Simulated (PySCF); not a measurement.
From computed data to an observable: chemical shift, span and skew from a shielding tensor

C3S2, SMILES S=C=C=C=S. Atoms are numbered in the order given.

```xyz
5

S      0.0000     0.0000    -2.8402
C      0.0000     0.0000    -1.2831
C      0.0000     0.0000     0.0000
C      0.0000     0.0000     1.2831
S      0.0000     0.0000     2.8402
```
Charge 0, spin multiplicity 1.

Coordinates come from a PBE0-D3(BJ)/def2-SVP optimisation.

GIAO shieldings from PBE0/pcSseg-1 in PySCF, non-relativistic, no solvent. The symmetric part of the tensor of C3 has the principal values 37.0, 37.0, 292.1 ppm. The same nucleus in TMS has σ = 186.3 ppm at this level (PySCF, at its B3LYP-D3(BJ)/def2-TZVP geometry).

**Question.** Work out the isotropic shielding, the ¹³C shift against TMS, the span and the skew.

**Answer.** 
σ(iso) = (σ11 + σ22 + σ33)/3 = 122.0 ppm. δ = σ(ref) − σ(iso) = 186.3 − (122.0) = 64.3 ppm.
Span Ω = σ33 − σ11 = 255.1 ppm. Skew κ = 3(σ(iso) − σ22)/Ω = 1.00, an axial tensor. Tumbling in solution averages the tensor to δ; in a static solid the shielding alone would spread this spin-1/2 line over Ω.
